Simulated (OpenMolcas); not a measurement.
## 3s² 3p² along the 14-electron sequence

- Program: OpenMolcas
- Method: SS-RASPT2, IPEA 0.25 Eh, imaginary shift 0.1 Eh
- Basis: ANO-RCC-VQZP
- Scalar Hamiltonian: DKH2, point nucleus
- Spin-orbit coupling: state interaction with AMFI integrals over the reference wave functions, term energies averaged over their components

Active space for each ion: 2 electrons in 9 orbitals (RAS2 3p; RAS3 3d 4s, at most 1 electron); closed shells correlated by CASPT2: 2s 2p 3s.

Computed levels in cm-1 above ³P₀:

| Level | Si | P+ | S2+ |
| --- | --- | --- | --- |
| ³P₁ | 66.6 | 145 | 265 |
| ³P₂ | 195 | 418 | 754 |
| ¹D₂ | 6100 | 8670 | 11150 |
| ¹S₀ | 19300 | 26160 | 32380 |
| weight of ³P in the lowest level (%) | 100 | 100 | 100 |

Measured, with the error of the calculation in %. Measured levels: Si, P+ from NIST Handbook of Basic Atomic Spectroscopic Data; S2+ from NIST levels in Podobedova, Kelleher and Wiese, J. Phys. Chem. Ref. Data 38, 171 (2009).

| Level | Si | P+ | S2+ |
| --- | --- | --- | --- |
| ³P₁ | 77.1 (-13.7) | 165 (-12.2) | 299 (-11.2) |
| ³P₂ | 223 (-12.6) | 469 (-10.9) | 833 (-9.5) |
| ¹D₂ | 6299 (-3.2) | 8882 (-2.4) | 11323 (-1.5) |
| ¹S₀ | 15394 (+25.4) | 21576 (+21.3) | 27161 (+19.2) |

The fine-structure level ³P₂ changes by a factor of 3.87 from Si to S2+. Its fourth root runs 3.74, 4.52, 5.24, with steps per unit of Z of 0.78, 0.72; equal steps would mean a (Z - σ)^4 law with constant σ.

¹D₂ changes by a factor of 1.83 over the same range, with steps per unit of Z of +2570, +2480 cm-1.

Term energies are means over components that CASPT2 splits; among the terms shown or strongly mixed into the levels shown the widest spread is 110 cm-1 (3s² 3p² ¹D, P+). Over all roots computed the reference weight is 0.91 to 0.97 in P+, 0.87 to 0.97 in S2+; the roots of lowest weight are the least certain, and an intruder state may touch them. With the s shell closed, the reference lacks s² → p² mixing. Some terms miss by over 15 % even with CASPT2, which points to a basis or an active space too small for the shells correlated. Measured partners are found by configuration, term and J. A level has none where our copy of the source lacks it or the pairing is in doubt (some pairs that miss far off the trend of their configuration count as doubtful), and it then counts in no deviation. Levels of configurations outside the active space are missing.
